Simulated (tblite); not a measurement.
A tight-binding relaxation on `C#CC#C[Si@H](CC#N)[SiH2]N`.

Computed with GFN2-xTB geometry optimisation, gas phase (tblite 0.8.0). Start geometry: from a force field or distance geometry. A driver script takes a list of jobs; this job's settings line and coordinates (Å) are shown.

Command:
```bash
OMP_NUM_THREADS=1 python probes_run.py task.json out
```

Input:
```
{"job": {"kind": "relax", "xc": "GFN2-xTB", "basis": "xTB"}, "charge": 0, "multiplicity": 1}
C      2.398000    -2.096900    -3.933300
C      1.800200    -1.487600    -3.059200
C      1.113500    -0.799800    -2.031300
C      0.511000    -0.171900    -1.174700
Si    -0.389200     0.751800     0.118100
C      0.735600     2.085600     0.782900
C     -0.098900     2.978600     1.590700
N     -0.734600     3.680400     2.235700
Si    -0.927200    -0.713700     1.689600
N     -1.903000    -2.003700     0.912700
H      2.884600    -2.614600    -4.712600
H     -1.605300     1.370400    -0.412900
H      1.214300     2.616200    -0.032000
H      1.493600     1.568400     1.442300
H     -1.809900    -0.032300     2.645200
H      0.226500    -1.258300     2.404700
H     -2.228100    -1.667300    -0.029300
H     -2.689700    -2.198900     1.551700
```

Output:
```
step      E/eV     max force
  0    -708.33784    1.951
  1    -708.56995    1.565
  2    -708.52988    4.391
  3    -708.70731    1.302
  4    -708.69449    2.790
  5    -708.75846    0.719
  6    -708.77704    1.718
  7    -708.81149    0.946
  8    -708.83579    0.588
  9    -708.86857    0.472
... (106 lines left out)
116    -709.01398    0.014
117    -709.01401    0.013
118    -709.01405    0.013
119    -709.01408    0.014
120    -709.01412    0.012
121    -709.01415    0.012
122    -709.01417    0.011
123    -709.01418    0.011
124    -709.01420    0.010
125    -709.01422    0.008
```

«max force» is the largest atomic force in eV/Å.

From which step on does the largest force stay under 0.1 eV/Å, and how much energy is left to gain from there?

From step 109 (0.071 eV/Å), 1.1 meV above the end.

Main results: energy lowered by 15.6 kcal/mol over 125 steps; largest atomic force 0.008 eV/Å at the end.

Give the final coordinates.

0.311 Å rms from the input after alignment:
```
atom  x, y, z in Å
C1     2.4624   -1.9924   -3.8467
C2     1.8024   -1.3956   -3.0333
C3     1.0715   -0.7213   -2.1090
C4     0.4245   -0.0978   -1.2910
Si5   -0.5351    0.7669    0.0355
C6     0.7525    2.0755    0.6512
C7     0.1770    2.8804    1.6727
N8    -0.3315    3.4999    2.4915
Si9   -1.1701   -0.6320    1.7654
N10   -2.2048   -1.7859    1.0117
H11    3.0336   -2.5090   -4.5583
H12   -1.5726    1.5313   -0.6792
H13    1.0646    2.7153   -0.1747
H14    1.6382    1.5766    1.0470
H15   -2.0045   -0.0054    2.7899
H16    0.0053   -1.2135    2.4500
H17   -1.9025   -2.2574    0.1746
H18   -2.7196   -2.4293    1.5911
```

The run took 2.3 s wall on one thread, Arm Neoverse N1 (aarch64), no GPU, shared host with 64 logical CPUs at a one-minute load of 62.
Labels such as C1 count atoms from 1, the log's own numbers from 0.
